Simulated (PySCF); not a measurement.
# A small calculation by hand: chemical shift, span and skew from a shielding tensor

AlClH3N, SMILES [NH2][AlH][Cl]. Atoms are numbered in the order given.

```xyz
6

Al    -0.5734    -0.4954     0.0000
H     -2.1272    -0.7219     0.0000
Cl     0.2242     1.4456     0.0000
N      0.5595    -1.8371     0.0000
H      1.5623    -1.7453     0.0000
H      0.2909    -2.8077     0.0000
```

Geometry: PBE0-D3(BJ)/def2-TZVP. One conformer was computed; it need not be the lowest.

GIAO shieldings from B3LYP/pcSseg-2 (PySCF), non-relativistic, no solvent. The symmetric part of the tensor of N4 has the principal values 167.8, 220.2, 259.4 ppm. The same nucleus in NH3 has σ = 260.3 ppm at this level (PySCF, at its B3LYP-D3(BJ)/def2-TZVP geometry). Without spin–orbit terms, shifts of atoms bonded to Cl or Br come out too high.

Q: Work out the isotropic shielding, the ¹⁵N shift against NH3, the span and the skew.

A: 
σ(iso) = (σ11 + σ22 + σ33)/3 = 215.8 ppm. δ = σ(ref) − σ(iso) = 260.3 − (215.8) = 44.5 ppm.
Span Ω = σ33 − σ11 = 91.6 ppm. Skew κ = 3(σ(iso) − σ22)/Ω = -0.14. Tumbling in solution averages the tensor to δ; in a static solid the shielding alone would spread this spin-1/2 line over Ω.
